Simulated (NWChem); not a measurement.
All runs are NWChem calculations. System: C₂H₇Al, charge 0, spin multiplicity 1, at a geometry optimised with PBE0/def2-SVP. The structure started from a generated list of species. Level: CR-CCSD(T)/3-21G, 7 core orbitals frozen.

Part of the output:

```
             Northwest Computational Chemistry Package (NWChem) 7.3.0
             --------------------------------------------------------

                                NWChem Input Module
                                -------------------

 Scaling coordinates for geometry "geometry" by  1.889725989
 (inverse scale =  0.529177249)

 Turning off AUTOSYM since
 SYMMETRY directive was detected!

                             Geometry "geometry" -> ""
                             -------------------------

 Output coordinates in angstroms (scale by  1.889725989 to convert to a.u.)

  No.       Tag          Charge          X              Y              Z
 ---- ---------------- ---------- -------------- -------------- --------------
    1 Al                  13.0000     0.00000000     0.00000000    -0.50303000
    2 C                    6.0000     1.72727500     0.00000000     0.42284600
    3 H                    1.0000     2.32708000    -0.88019900     0.13120600
    4 H                    1.0000     1.64395000     0.00000000     1.52103100
    5 H                    1.0000     2.32708000     0.88019900     0.13120600
    6 C                    6.0000    -1.72727500     0.00000000     0.42284600
    7 H                    1.0000    -2.32708000     0.88019900     0.13120600
    8 H                    1.0000    -1.64395000     0.00000000     1.52103100
    9 H                    1.0000    -2.32708000    -0.88019900     0.13120600
   10 H                    1.0000     0.00000000     0.00000000    -2.10163600

 Effective nuclear repulsion energy (a.u.)      95.9035553295

            Nuclear Dipole moment (a.u.)
            ----------------------------
        X                 Y               Z
 ---------------- ---------------- ----------------
    -0.0000000000     0.0000000000     0.0000226767

      Symmetry information
      --------------------

 Group name             C2v
 Group number             16
 Group order               4
 No. of unique centers     5

      Symmetry unique atoms

     1    2    3    4   10


 Summary of "ao basis" -> "" (spherical)
 ------------------------------------------------------------------------------
       Tag                 Description            Shells   Functions and Types
 ---------------- ------------------------------  ------  ---------------------
 *                           3-21g                    on all atoms

 Summary of "ao basis" -> "ao basis" (spherical)
[...]
     1   0 1 0     -0.000000      0.000000      0.000000
     1   0 0 1      0.224697      0.000000      0.000023

     2   2 0 0    -23.315941      0.000000    224.506013
     2   1 1 0      0.000000      0.000000      0.000000
     2   1 0 1      0.000000      0.000000     -0.000000
     2   0 2 0    -18.291614      0.000000     11.066732
     2   0 1 1      0.000000      0.000000      0.000000
     2   0 0 2    -24.400994      0.000000     51.951482

                   NWChem Extensible Many-Electron Theory Module
                   ---------------------------------------------


            General Information
            -------------------
      Number of processors :     1
         Wavefunction type : Restricted Hartree-Fock
          No. of electrons :    32
           Alpha electrons :    16
            Beta electrons :    16
           No. of orbitals :    90
            Alpha orbitals :    45
             Beta orbitals :    45
        Alpha frozen cores :     7
         Beta frozen cores :     7
     Alpha frozen virtuals :     0
      Beta frozen virtuals :     0
         Spin multiplicity : singlet
    Number of AO functions :    45
       Number of AO shells :    31
        Use of symmetry is : on
      Symmetry adaption is : on
         Schwarz screening : 0.10D-09

          Correlation Information
          -----------------------
          Calculation type : Coupled-cluster singles & doubles w/ perturbation
   Perturbative correction : Completely renormalized (T)
            Max iterations :      100
        Residual threshold : 0.10D-05
     T(0) DIIS level shift : 0.00D+00
     L(0) DIIS level shift : 0.00D+00
     T(1) DIIS level shift : 0.00D+00
     L(1) DIIS level shift : 0.00D+00
     T(R) DIIS level shift : 0.00D+00
     T(I) DIIS level shift : 0.00D+00
   CC-T/L Amplitude update :  5-th order DIIS
                I/O scheme : Global Array Library
        L-threshold :  0.10D-05
        EOM-threshold :  0.10D-05
 no EOMCCSD initial starts read in
 TCE RESTART OPTIONS
 SLICE:      F
 D4D5:       F
 quantumc:   F
 qrotation:  F
 pwtce:      F
 qducc:      F
 nacto:                         0
 nrotv:                         0
 nrot:                          0

            Memory Information
            ------------------
          Available GA space size is     249034775 doubles
          Available MA space size is     104855084 doubles

 Maximum block size supplied by input
 Maximum block size        24 doubles

 tile_dim =     12

 -------------------------------------------------

 Global array virtual files algorithm will be used

 Parallel file system coherency ......... OK

 4-electron integrals stored in orbital form

 v2    file size   =           138559
 4-index algorithm nr.  13 is used
 imaxsize =       30
 imaxsize ichop =        0


CCSD iterations
 ---------------------------------------------------------
 Iter          Residuum       Correlation     Cpu    Wall
 ---------------------------------------------------------
    1   0.1400362509636  -0.2191100212917     0.2     0.2
    2   0.0476422670672  -0.2456222973711     0.2     0.2
    3   0.0192653331278  -0.2531986301575     0.2     0.2
    4   0.0084331163107  -0.2558453043416     0.2     0.2
    5   0.0038559735894  -0.2568808056974     0.2     0.2
    6   0.0003596896717  -0.2576638847664     0.2     0.2
    7   0.0001292764084  -0.2576487197912     0.2     0.2
    8   0.0000587394486  -0.2576493603860     0.2     0.2
    9   0.0000284523981  -0.2576494596136     0.2     0.2
   10   0.0000143543953  -0.2576497448774     0.2     0.2
   11   0.0000030379245  -0.2576500725515     0.2     0.2
   12   0.0000012038519  -0.2576501573854     0.2     0.2
   13   0.0000005481541  -0.2576502315467     0.2     0.2
 -----------------------------------------------------------------
 Iterations converged
 CCSD correlation energy / hartree =        -0.257650231546693
 CCSD total energy / hartree       =      -320.224785591876753

 Singles contributions

 Doubles contributions
 CR-CCSD(T)

 CR-CCSD[T]  correction energy / hartree =        -0.004731729275466
 CR-CCSD[T] correlation energy / hartree =        -0.262381960822159
 CR-CCSD[T] total energy / hartree       =      -320.229517321152230
 CR-CCSD(T)  correction energy / hartree =        -0.004522923345075
 CR-CCSD(T) correlation energy / hartree =        -0.262173154891768
 CR-CCSD(T) total energy / hartree       =      -320.229308515221817

 Task  times  cpu:        4.3s     wall:        4.3s

 Total times  cpu:        4.4s     wall:        4.4s
```

Q: Write an NWChem input that would produce this output.

A: One answer among several that fit: 
```
start mol
memory heap 100 mb stack 700 mb global 1900 mb
geometry units angstroms nocenter noautoz
  Al     0.000000     0.000000    -0.503030
  C      1.727275     0.000000     0.422846
  H      2.327080    -0.880199     0.131206
  H      1.643950     0.000000     1.521031
  H      2.327080     0.880199     0.131206
  C     -1.727275     0.000000     0.422846
  H     -2.327080     0.880199     0.131206
  H     -1.643950     0.000000     1.521031
  H     -2.327080    -0.880199     0.131206
  H      0.000000     0.000000    -2.101636
  symmetry group C2v
end
basis spherical
  * library 3-21g
end
scf
  rhf
  nopen 0
  maxiter 100
  thresh 1e-7
  semidirect memsize 60000000 filesize 0
end
tce
  freeze core 7
  cr-ccsd(t)
  2eorb
  2emet 13
  thresh 1e-6
  maxiter 100
  tilesize 24
end
task tce energy
```
